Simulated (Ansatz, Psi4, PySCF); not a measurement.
C₆H₁₄Si (SMILES C=CC[Si](C)(C)C), singlet, geometry from GFN2-xTB, atoms displaced at random by about 0.03 Å a coordinate. Base run: PySCF with HF/STO-3G, gradient.

The PySCF input:
```python
from pyscf import gto, scf

mol = gto.M(
    atom='''
C     2.95051316    0.24786462    0.42481042
C     2.00038193   -0.09574208   -0.47120461
C     0.88863540    0.76853134   -0.73340486
Si   -0.75581077    0.00672918   -0.06343507
C    -1.02400742   -1.78922832   -0.72848962
C    -0.63356347   -0.07209813    1.87877446
C    -2.15241830    1.05935162   -0.49099670
H     3.80331591   -0.40755259    0.65277020
H     2.85479978    1.10566794    1.07354521
H     2.13762483   -0.99075158   -1.04695909
H     0.75281283    0.83346573   -1.83676320
H     1.03508802    1.74633335   -0.39718981
H    -1.94871199   -2.12712389   -0.32529122
H    -0.23532227   -2.45951661   -0.45923052
H    -1.00407406   -1.72318536   -1.83112941
H    -0.49189248    0.95278696    2.30831410
H     0.32515894   -0.67612840    2.14289694
H    -1.35595546   -0.52597772    2.30343096
H    -2.34442160    1.16405776   -1.59285737
H    -2.06624299    2.13359606   -0.19206606
H    -3.15035944    0.73662211   -0.11871646
''',
    basis='sto-3g',
    verbose=4,
)

mf = scf.RHF(mol)
mf.kernel()
g = mf.nuc_grad_method()
grad = g.kernel()
```

Programs used: Ansatz (a first-principles code), Psi4, PySCF; a row that names a program was run with it.

The coordinate followed is z of atom 12.

Variants of this job, named by their change:

| change | dE/dx (Eh/bohr) | net force (Eh/bohr) |
|---|---|---|
| base | -0.018888 | 0.000000 |
| finite difference step (bohr) = 0.2; conv_tol = 1e-11 | -0.017958 | - |
| conv_tol = 1e-11 | -0.018888 | 0.000000 |
| conv_tol = 1e-6 | -0.018888 | 0.000000 |
| code = psi4 | -0.018885 | 0.000000 |
| code = ansatz | -0.018887 | 0.000000 |
| finite difference step (bohr) = 0.05; conv_tol = 1e-11 | -0.018829 | - |
| conv_tol = 1e-4 | -0.018889 | 0.000000 |
| finite difference step (bohr) = 1e-4; conv_tol = 1e-11 | -0.018888 | - |
| finite difference step (bohr) = 1e-3; conv_tol = 1e-11 | -0.018888 | - |
| finite difference step (bohr) = 1e-5; conv_tol = 1e-11 | -0.018888 | - |
| density fitting = on; auxbasis_response = off | -0.018893 | 0.000404 |

The net force is zero for an exact gradient.
